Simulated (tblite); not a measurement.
C₃H₈S₃Si (charge +1 and doublet state).
Z-matrix (Å and degrees, GFN2-xTB geometry), rows numbered from 1:
```
Si
S   1  2.2289
C   2  1.8285  1  103.12
C   3  1.5095  2  111.52  1  -152.45
S   4  1.8164  3  108.35  2   -67.05
C   5  1.8097  4   95.42  3   -38.63
S   6  1.8062  5  112.29  4    15.20
H   1  1.4577  2  101.08  3    56.38
H   1  1.4570  2  102.37  3   -61.05
H   1  1.4482  2   99.76  3   177.68
H   3  1.0892  2  110.88  1   -26.10
H   4  1.0901  3  111.55  2    51.00
H   4  1.0925  3  111.19  2   173.63
H   6  1.0924  5  109.61  4  -104.32
H   6  1.0908  5  108.44  4   136.92
```

All values are computed: GFN2-xTB (tblite) harmonic vibrations without scaling, gas phase. The method is semi-empirical: single wavenumbers can be off by several per cent or more. Modes of hydrogen on silicon can be 10 to 20 % off. One conformer, not necessarily the lowest. Open shells enter through the occupations alone, without spin polarisation, and single modes of such species can be off by tens of per cent.

Harmonic wavenumbers (cm⁻¹): 36.2, 61.3, 78.3, 79.5, 125.5, 188.1, 272.6, 390.8, 412.5, 520.1, 537.6, 541.7, 619.0, 662.8, 688.5, 698.0, 731.0, 740.0, 745.6, 762.8, 764.8, 872.2, 987.3, 1017.8, 1073.8, 1101.3, 1129.4, 1148.0, 1206.7, 1353.9, 1394.8, 2330.3, 2339.1, 2419.5, 2954.4, 2964.0, 2977.0, 2980.3, 3007.3.

A = 2458, B = 775.8, C = 678.4 MHz; mass 167.956 u (most abundant isotopes); point group C1, symmetry number 1; spin multiplicity 2.

Task: What is the zero-point energy?

Result: ½Σν̃ = 21457 cm⁻¹ = 61.35 kcal/mol.

Task: What is S at 298.15 K and 1 bar for an ideal gas of classical rigid rotors and harmonic oscillators?

Result: Translation 41.29, rotation 29.90, vibration 31.53, spin (R ln 2) 1.38: S = 104.1 cal/(mol K).

Task: And Cp and H(298.15 K) − H(0)?

Result: Cp = 37.88 cal/(mol K), of which vibrations give 29.94 (their classical limit is 39 R = 77.5); H(298.15 K) − H(0) = 7.02 kcal/mol without the zero-point energy, 4.65 from vibrations.

Task: Which modes carry the vibrational entropy at 298.15 K?

Result: 36.2 cm⁻¹: 5.46; 61.3 cm⁻¹: 4.41; 78.3 cm⁻¹: 3.93; 79.5 cm⁻¹: 3.90; 125.5 cm⁻¹: 3.01; 188.1 cm⁻¹: 2.25 cal/(mol K); the other 33 give 8.56 together.

Task: How do the functions run with temperature in this model?

Result: 
| T (K) | S (cal/(mol K)) | Cp (cal/(mol K)) | H − H(0) (kcal/mol) | G − H(0) (kcal/mol) | ln q(vib) |
| --- | --- | --- | --- | --- | --- |
| 50 | 63.3 | 15.0 | 0.55 | -2.61 | 0.87 |
| 100 | 75.1 | 19.3 | 1.42 | -6.09 | 2.49 |
| 373.15 | 113.3 | 44.2 | 10.10 | -32.17 | 9.97 |
| 500 | 127.4 | 52.2 | 16.25 | -47.46 | 13.18 |
| 750 | 150.7 | 62.4 | 30.69 | -82.33 | 19.04 |
| 1000 | 169.6 | 68.8 | 47.15 | -122.45 | 24.26 |

q(vib) and H(0) count from the zero-point level.

Task: What must be added to the electronic energy to get the Gibbs energy at 298.15 K and 1 bar?

Result: ZPE + [H(298.15 K) − H(0)] − T·S = 61.35 + 7.02 − 31.04 = 37.33 kcal/mol.

Task: Blend soft modes into free rotors: weight 1/[1 + (100 cm⁻¹/ν̃)⁴] for the oscillator and the rest for a rotor with moment μB/(μ + B), μ = h/(8π²ν), B = 10⁻⁴⁴ kg m². What vibrational entropy results?

Result: 27.73 cal/(mol K) in place of 31.53, which changes −T·S at 298.15 K by +1.13 kcal/mol.

Hindered rotation and anharmonicity are outside this model. Other conformers, if any are populated, would add a mixing term that is left out. The structure is chiral; the term R ln 2 for an equal mix with its mirror image is left out.

Time: 0.68 s of wall time. Hardware: Arm Neoverse V2, one thread, no GPU, on a shared host. This covers the Hessian and the dipole derivatives.
